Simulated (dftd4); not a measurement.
C2H4N, doublet, geometry from GFN2-xTB; D4 for b3lyp (dftd4).

The dftd4 input:
```
$ dftd4 mol.xyz --func b3lyp --charge 0 --json dftd4.json --noedisp --property

# file mol.xyz
7

C      1.31120828    -0.15668231    -0.21200825
N      0.11562011    -0.33131293    -0.26397662
C     -1.07674994     0.25688588     0.27315521
H      1.96810973     0.54605768     0.28532144
H     -1.70417788     0.56801654    -0.56204592
H     -1.60723309    -0.51156564     0.83538198
H     -0.87278958     1.11546051     0.92229710
```

Question: Predict the main parts of the log of this dftd4 run.

Answer: 
```
                    ____  _____ _____     ____  _  _
      -------------|  _ \|  ___|_   _|---|  _ \| || |------------
     |             | | | | |_    | | ___ | | | | || |_           |
     |             | |_| |  _|   | ||___|| |_| |__   _|          |
     |             |____/|_|     |_|     |____/   |_|            |
     |             ===================================           |
     |            E. Caldeweyher, S. Ehlert & S. Grimme          |
     |          Mulliken Center for Theoretical Chemistry        |
     |                    University of Bonn                     |
      -----------------------------------------------------------

Rational (Becke-Johnson) damping: b3lyp-D4-ATM
---------------------
  s6         1.0000
  s8         2.0293
  s9         1.0000
  a1         0.4087
  a2         4.5381
 alp        16.0000
--------------------

Atomic data, radii in Ångström:
------------------------------------------------------
   Z          R(cov)      r4/r2   hardness         EN
------------------------------------------------------
   6 C        1.0000     1.6431     0.4220     2.5500
   7 N        0.9467     1.4350     0.5044     3.0400
   1 H        0.4267     1.0622     0.4726     2.2000
------------------------------------------------------

Atomic reference systems (in atomic units):
----------------------------------------------------------------------------
   Z        #      CN     q+Z       C6(AA)   #      CN     q+Z       C6(AA)
----------------------------------------------------------------------------
   6 C      1  0.0000  6.0000      49.3833   2  0.9189  5.8288      52.1688
            3  1.9079  5.8579      35.6972   4  2.8312  5.7775      35.8445
            5  3.7487  5.7435      28.6317   6  2.9183  5.8956      32.2504
            7  0.8556  6.2103      25.6194
   7 N      1  0.0000  7.0000      25.3714   2  0.8583  6.6470      32.5496
            3  1.8399  6.6987      28.5877   4  2.5804  6.1757      42.3910
            5  0.9809  7.0000      18.1534
   1 H      1  0.0000  1.0000       7.6362   2  0.8942  1.0000       3.0374
----------------------------------------------------------------------------

Atomic properties (in atomic units):
----------------------------------------------------------------------------
     #    Z              CN          q      C6(AA)        C8(AA)   alpha(0)
----------------------------------------------------------------------------
     1    6 C        1.8419    -0.0091     31.9310      923.4990     9.1180
     2    7 N        1.8186    -0.3782     30.5015      672.8884     8.2131
     3    6 C        3.6871    -0.0798     24.8314      718.1673     7.2146
     4    1 H        0.9253     0.1274      1.5551       18.7983     1.9501
     5    1 H        0.9245     0.1163      1.6435       19.8674     2.0048
     6    1 H        0.9245     0.1163      1.6435       19.8674     2.0048
     7    1 H        0.9238     0.1071      1.7215       20.8106     2.0519
----------------------------------------------------------------------------

Molecular properties (in atomic units):
----------------------------------------
 molecular C6                 451.7441
 molecular C8               10165.0115
----------------------------------------

Dispersion energy:      -4.7308297301606E-03 Eh

[Info] JSON dump of results written to 'dftd4.json'
```
